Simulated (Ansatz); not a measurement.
`[Cl][GeH]` + CH₃SH → `C[S][GeH]` + HCl  (ligand exchange at a Ge–Cl bond)

Gas-phase electronic energies from Ansatz, PBE0-D4/def2-TZVP geometries. CCSD(T)/CBS adds triple-zeta CCSD(T) − MP2 to the extrapolated MP2 energy (def2 sets, frozen cores). This one scheme is used for every species. For Ge outer-core shells are correlated without core-valence functions, which leaves a few kJ/mol of doubt a bond. Scalar relativity is left out up to krypton.

`[Cl][GeH]`:

Z-matrix (Å, degrees):
```
Ge
Cl 1 2.183
H 1 1.600 2 93.7
```

CH₃SH:

Cartesian coordinates in Å:
```
C 0.445 -0.182 -0.101
S -0.845 1.083 -0.090
H 0.738 -0.463 0.910
H 1.305 0.266 -0.600
H 0.137 -1.062 -0.663
H -1.780 0.359 0.543
```

`C[S][GeH]`:

Cartesian coordinates in Å:
```
C 0.768 -0.753 0.339
S -0.158 0.086 -0.973
Ge -1.449 1.478 0.117
H 0.473 -0.384 1.322
H 1.833 -0.577 0.191
H 0.575 -1.824 0.281
H -2.042 1.974 -1.277
```

HCl:

Z-matrix (Å, degrees):
```
Cl
H 1 1.279
```

```csv
species,HF/def2-TZVPP energy (Eh)
`[Cl][GeH]`,-2535.47758
CH₃SH,-437.75225
`C[S][GeH]`,-2513.12211
HCl,-460.09908
```

Q: Work out ΔE.

A: ΔE = (-2513.12211) + (-460.09908) − (-2535.47758) − (-437.75225) = 0.00864 Eh = +0.24 eV. CCSD(T)/CBS gives -0.05 eV.

Largest T1 diagnostic among the species: 0.015.

From r2SCAN to r2SCAN0 (25 % exact exchange), in def2-TZVPP and without D4, ΔE moves by +0.04 eV. In def2-TZVPP, CCSD(T) changes the Hartree–Fock value by −0.28 eV (the triples alone add −0.06 eV) and MP2 by −0.32 eV. Leaving LDA and LC-ωPBE aside and taking each functional with its dispersion term where it has one, the values, not all of them listed here, spread over 0.15 eV, from PBE-D4 to ωB97X-V. LDA lies −0.12 eV from PBE without D4.
